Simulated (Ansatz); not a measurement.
Isolated molecules relaxed with PBE0-D4/def2-TZVP in Ansatz; ΔE leaves out vibrations. CBS: MP2 limit from def2 TZ/QZ plus the TZ coupled-cluster correction, frozen cores. For Ge outer-core shells are correlated without core-valence functions, which leaves a few kJ/mol of doubt a bond. Scalar relativity is left out up to krypton. One conformer a species, not always the lowest.

`CC(C)S[SiH3]` + `[OH][GeH2][F]` → `CC(C)[O][GeH2][F]` + `[SiH3]S`  (substitution at a C–S bond)

`CC(C)S[SiH3]`:

```xyz
15

C    -1.268    0.671   -0.259
C    -0.050   -0.171   -0.587
C    -0.342   -1.197   -1.667
S     0.569   -1.090    0.882
Si    1.421    0.486    2.022
H    -2.082    0.040    0.105
H    -1.613    1.195   -1.156
H    -1.054    1.419    0.506
H     0.769    0.474   -0.920
H    -0.694   -0.695   -2.572
H     0.547   -1.777   -1.917
H    -1.122   -1.890   -1.340
H     2.155   -0.167    3.133
H     0.410    1.419    2.588
H     2.356    1.283    1.181
```

`[OH][GeH2][F]`:

Z-matrix (Å, degrees):
```
Ge
F 1 1.738
O 1 1.761 2 107.6
H 1 1.526 2 107.8 3 114.3
H 1 1.534 2 105.1 3 -119.6
H 3 0.960 1 113.6 2 -67.0
```

`CC(C)[O][GeH2][F]`:

Cartesian coordinates in Å:
```
C 0.709 0.315 1.341
C 0.319 -0.389 0.056
C 0.223 -1.889 0.224
O -0.956 0.073 -0.389
Ge -1.088 1.475 -1.435
F -0.696 2.897 -0.507
H 1.682 -0.037 1.692
H -0.034 0.112 2.116
H 0.763 1.396 1.195
H 1.076 -0.169 -0.714
H -0.538 -2.132 0.969
H 1.179 -2.301 0.557
H -0.053 -2.366 -0.718
H -2.556 1.592 -1.840
H -0.030 1.424 -2.548
```

`[SiH3]S`:

Cartesian coordinates in Å:
```
Si 0.250 -0.439 0.152
S 0.052 1.529 -0.658
H -0.206 -0.498 1.564
H 1.700 -0.737 0.076
H -0.515 -1.436 -0.639
H -1.281 1.582 -0.496
```

| species | SCS-MP2/def2-QZVPP energy (Eh) |
| --- | --- |
| `CC(C)S[SiH3]` | -806.92127 |
| `[OH][GeH2][F]` | -2252.61710 |
| `CC(C)[O][GeH2][F]` | -2370.31720 |
| `[SiH3]S` | -689.21098 |

(1) Work out ΔE.

Largest T1 diagnostic among the species: 0.012.

Answers

(1) ΔE = (-2370.31720) + (-689.21098) − (-806.92127) − (-2252.61710) = 0.01019 Eh = +26.8 kJ/mol. CCSD(T)/CBS gives +24.4 kJ/mol.

The D4 term adds +5.1 kJ/mol with B3LYP and +2.6 kJ/mol with PBE0; it sums over pairs of atoms, weighted by their polarisabilities, and B3LYP, whose exchange is more repulsive, gets the larger term. In def2-TZVPP, CCSD(T) changes the Hartree–Fock value by +13.0 kJ/mol (the triples alone add +2.6 kJ/mol) and MP2 by +23.1 kJ/mol.

B3LYP here is the variant with VWN-RPA as its local correlation; programs differ in this.
